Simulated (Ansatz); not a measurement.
Geometry optimisation, Ansatz, RKS PBE-D4/def2-SVP.

Input file:

```yaml
crystal:
  periodic: [false, false, false]
  atoms:
    - { symbol: C, position_ang: [-0.7811, 1.7078, 0.2696] }
    - { symbol: O, position_ang: [-1.4568, 0.5242, 0.5482] }
    - { symbol: Si, position_ang: [-0.2677, -0.6275, 0.9563] }
    - { symbol: Sn, position_ang: [1.0223, -1.4076, -1.1086] }
    - { symbol: H, position_ang: [-0.2951, 2.153, 1.1291] }
    - { symbol: H, position_ang: [-0.1402, 1.6806, -0.6132] }
    - { symbol: H, position_ang: [-1.5866, 2.4892, -0.0154] }
    - { symbol: H, position_ang: [-0.8332, -1.7663, 1.6143] }
    - { symbol: H, position_ang: [0.7424, -0.0224, 1.9456] }
    - { symbol: H, position_ang: [-0.06023, -2.17405, -2.17291] }
    - { symbol: H, position_ang: [2.21648, -2.59351, -0.47889] }
    - { symbol: H, position_ang: [1.8375, -0.07011, -1.82035] }
basis:
  gaussian: { orbitals: def2-SVP }
hamiltonian:
  xc: pbe
  dispersion: d4
relax:
  f_tol: 0.015
  max_steps: 40
```

Run as:

```bash
$ ansatz run input.yaml --threads 2 --pin off --max-ram 3072MiB --backend cpu --events-out ev --progress --plain --runs-dir out
```

Q: Where does it end, and by what steps?

A: The run converged. After 6 steps the energy has fallen by 0.395 eV; H5 moved furthest, 0.31 Å.

| step | energy less start (eV) | largest force component (eV/Å) | accepted |
| --- | --- | --- | --- |
| 0 | 0.0000 | 2.663 | yes |
| 1 | -0.2792 | 0.842 | yes |
| 2 | -0.3596 | 0.395 | yes |
| 3 | -0.3710 | 0.509 | yes |
| 4 | -0.3795 | 0.419 | yes |
| 5 | -0.3909 | 0.293 | yes |
| 6 | -0.3950 | 0.014 | yes |

```xyz
12
Properties=species:S:1:pos:R:3
C -0.859 1.836 0.220
O -1.286 0.577 0.703
Si -0.219 -0.677 1.062
Sn 1.089 -1.456 -1.045
H -0.166 2.349 0.929
H -0.340 1.760 -0.765
H -1.751 2.481 0.086
H -1.073 -1.789 1.597
H 0.769 -0.251 2.125
H 0.037 -2.171 -2.218
H 2.290 -2.629 -0.624
H 1.905 -0.138 -1.817
```

Whether the end is a true minimum wasn't checked by a vibrational analysis.

The run took 12 s on 2 threads of AMD EPYC 9R14 (Zen 4), with other jobs on the host, peak memory 0.19 GiB.
